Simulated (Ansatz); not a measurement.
A nudged elastic band was laid between two geometries of C₂H₁₀AlNSi (15 atoms, charge 0, multiplicity 1).

All numbers below come from Ansatz 0.2.0, RKS revPBE-D4/def2-SVP.

- movable images: 7
- climbing image: yes
- spring: 5.0 eV/Å²
- optimiser: quadratic models (default)
- start path: IDPP
- force threshold: 0.03 eV/Å
- iteration limit: 60
- end points: relaxed

Image 0:

```xyz
15
Properties=species:S:1:pos:R:3
C -1.455 1.098 1.311
Si 0.303 1.000 0.617
N 0.496 -0.356 -0.506
C 0.281 -1.695 0.072
Al 0.960 -0.157 -2.247
H -1.556 1.965 1.996
H -1.712 0.184 1.885
H -2.196 1.213 0.493
H 0.640 2.253 -0.143
H 1.262 0.842 1.775
H -0.764 -1.835 0.431
H 0.954 -1.884 0.940
H 0.477 -2.491 -0.676
H 1.114 -1.504 -3.098
H 1.174 1.317 -2.821
```

Image 8:

```xyz
15
Properties=species:S:1:pos:R:3
C -1.457 1.099 1.308
Si 0.301 1.001 0.616
N 0.498 -0.357 -0.505
C 0.289 -1.696 0.076
Al 0.954 -0.158 -2.248
H -1.557 1.963 1.997
H -1.717 0.183 1.878
H -2.197 1.219 0.490
H 0.640 2.253 -0.144
H 1.260 0.843 1.774
H -0.756 -1.840 0.436
H 0.962 -1.880 0.944
H 0.488 -2.493 -0.671
H 1.158 1.316 -2.824
H 1.113 -1.505 -3.097
```

(1) Which bonds break or form, and what moves?

(2) What energy profile does the band end with?

(3) What is the geometry of the highest image?

(4) What are the harmonic wavenumbers there?

Results:

(1) No bond is made or broken. The dihedral Si2–N3–Al5–H15 goes from -2 to 179°. The two ends are copies of one structure, up to a mirror image or an exchange of like atoms.

(2) The forces met the threshold. The highest image is number 4 of 0 to 8, 7.6 kcal/mol above the ends, which have the same energy within 2 meV. A vibrational analysis at the climbing image gives one clearly imaginary mode, 166i cm⁻¹: a first-order saddle point.

| image | path coordinate (Å) | energy (kcal/mol) | dihedral Si2–N3–Al5–H15 (°) |
| --- | --- | --- | --- |
| 0 | 0.00 | 0.0 | -2 |
| 1 | 0.70 | 0.7 | 17 |
| 2 | 1.39 | 3.1 | 38 |
| 3 | 2.09 | 6.2 | 58 |
| 4 | 2.78 | 7.6 | 77 |
| 5 | 3.89 | 7.2 | 100 |
| 6 | 5.00 | 6.3 | 121 |
| 7 | 6.10 | 1.9 | 150 |
| 8 | 7.21 | 0.0 | 179 |

(3) 
```xyz
15
Properties=species:S:1:pos:R:3
C -1.701 0.798 1.159
Si 0.063 0.972 0.511
N 0.703 -0.421 -0.310
C 0.777 -1.763 0.260
Al 0.894 0.212 -2.028
H -2.081 1.765 1.548
H -1.731 0.066 1.993
H -2.381 0.440 0.360
H 0.069 1.914 -0.712
H 0.926 1.595 1.583
H -0.201 -2.118 0.660
H 1.514 -1.827 1.094
H 1.095 -2.508 -0.501
H -0.079 -0.354 -3.173
H 2.111 1.177 -2.416
```

(4) 166i, 51, 99, 114, 144, 202, 222, 283, 496, 516, 554, 569, 663, 716, 747, 785, 820, 849, 894, 958, 1096, 1138, 1196, 1219, 1386, 1388, 1409, 1426, 1439, 1853, 1871, 1974, 2125, 2912, 2969, 2974, 3017, 3069, 3083 cm⁻¹.

The run took 7.1 min on 2 threads of Arm Neoverse V1 (shared host), peak memory 0.17 GiB.
